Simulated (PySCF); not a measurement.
## Static response to an electric field

Species: C5H7NO2.
Structure used (GFN2-xTB), in Å, numbered top down from 1:
```xyz
15
C5H7NO2 angstrom
C      1.9757   -0.4486    0.2045
O      0.6620   -0.4234    0.7419
C     -0.2740    0.2115   -0.0476
C     -0.3766    1.7092    0.1309
O     -0.4662   -0.2934   -1.3294
C     -1.4861   -0.5750   -0.3960
C     -1.6211   -1.9271    0.0507
N     -1.7415   -3.0060    0.4075
H      1.9711   -0.8714   -0.8034
H      2.4135    0.5541    0.1792
H      2.5510   -1.0851    0.8721
H     -0.6328    1.9317    1.1641
H     -1.1328    2.1167   -0.5341
H      0.5812    2.1699   -0.1018
H     -2.4279   -0.0550   -0.5606
```

Level: PBE0/def2-SVPD (PySCF), static field, nuclei fixed, core orbitals frozen in the response. The polarisability tensor in these axes (au):

```
x   72.04  7.43  1.38
y    7.43 80.57 -3.60
z    1.38 -3.60 56.05
```

Problem. Diagonalise the tensor; give its mean and Δα, where Δα² is half the sum of the squared differences of the eigenvalues.

Solution. Principal values 55.14, 68.44 and 85.08 au; mean 69.55 au = 10.31 Å³ = 11.47 × 10⁻⁴⁰ C²·m²/J; Δα = 25.98 au (37 % of the mean).

Problem. What is the dipole moment, and where does it point?

Solution. (1.06, 4.46, -0.43) D, 4.60 D in size, pointing from the negative to the positive side. Measured along this direction, the outermost atoms are N8 at the negative end and H14 at the positive end.

Problem. Refractivity n − 1 of an ideal gas of it at 350 K and 1 atm, from the electronic α?

Solution. N = p/kT = 2.0968 × 10¹⁹ cm⁻³, so n − 1 = 2π × N × 10.31 × 10⁻²⁴ cm³ = 1358 × 10⁻⁶ at long wavelengths.

Problem. How large is μ²/3kT at 350 K beside α?

Solution. In Gaussian units μ²/3kT = 145.92 Å³ against 10.31 Å³, a ratio of 14.16; the Debye molar polarisation (4π/3)N_A(α + μ²/3kT) is 394.1 cm³/mol, leaving out the vibrational part.

Problem. What molar refraction does this α imply?

Solution. Lorentz–Lorenz: R = (4π/3)N_A α = 2.5225 cm³/(mol·Å³) × 10.31 Å³ = 26.0 cm³/mol, in the limit of long wavelengths.

Problem. Find the Langevin capture rate constant for H3+ (3.023 u) meeting this molecule (113.048 u), k = 2.342 × 10⁻⁹ cm³/s × √(α in Å³ / reduced mass in u).

Solution. The reduced mass is 2.94 u, so k = 4.38 × 10⁻⁹ cm³/s. The formula leaves out the permanent dipole, which adds to the capture rate.

Isolated species at its GFN2-xTB geometry (one conformer only).
